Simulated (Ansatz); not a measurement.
All numbers were calculated with Ansatz.

A structure relaxed at PBE0-D4/def2-TZVP, charge 0, multiplicity 1:

| atom | x (Å) | y (Å) | z (Å) |
| --- | --- | --- | --- |
| C1 | 1.544 | 2.206 | -0.039 |
| C2 | 0.885 | 1.219 | 0.175 |
| C3 | 0.128 | 0.028 | 0.420 |
| Si4 | 0.557 | -0.731 | 2.090 |
| In5 | 0.652 | -1.469 | -1.188 |
| O6 | -1.301 | 0.251 | 0.374 |
| Si7 | -1.969 | 0.553 | -1.091 |
| H8 | 2.126 | 3.077 | -0.228 |
| H9 | -0.279 | -1.941 | 2.299 |
| H10 | 1.990 | -1.135 | 2.033 |
| H11 | 0.352 | 0.225 | 3.210 |
| H12 | 1.830 | -1.024 | -2.355 |
| H13 | -0.088 | -3.014 | -0.997 |
| H14 | -3.411 | 0.233 | -1.030 |
| H15 | -1.278 | -0.398 | -2.056 |
| H16 | -1.738 | 1.919 | -1.615 |

Q: Give its formula and SMILES.

A: C3H9InOSi2, `C#C[C]([SiH3])([InH2])O[SiH3]`.

Q: Point group (tolerance 0.08 Å, 0.16 Å for H)?

A: C1.

Q: Summarise the bond lengths by kind.

A: 2 × C–C 1.206 to 1.432 Å; 1 × C–H 1.064 Å; 1 × C–Si 1.884 Å; 1 × C–In 2.258 Å; 1 × C–O 1.447 Å; 6 × H–Si 1.479 to 1.521 Å; 2 × H–In 1.718 to 1.723 Å; 1 × O–Si 1.638 Å.
